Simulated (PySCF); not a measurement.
Ga(AsH2)(F)2 (AsF2GaH2), SMILES [F][Ga]([F])[AsH2].

Geometry: PBE0-D3(BJ)/def2-SVP.

These are PySCF with B3LYP/def2-TZVP values and carry that method's errors.

Gas-phase values at a fixed geometry.

The total energy comes out as -4361.90999 hartree. The point group comes out as Cs, the highest occupied level is -8.32 eV and the lowest empty level comes out as -1.80 eV. The orbital gap is 6.52 eV and the dipole moment is 3.39 D. The quadrupole, principal values (traceless, Buckingham form, about the centre of nuclear charge) is -5.03, -3.70, 8.72 D·Å and the mean static polarisability is 56.5 bohr³ (8.38 Å³). The polarisability, principal values is 45.4, 51.5, 72.7 bohr³.
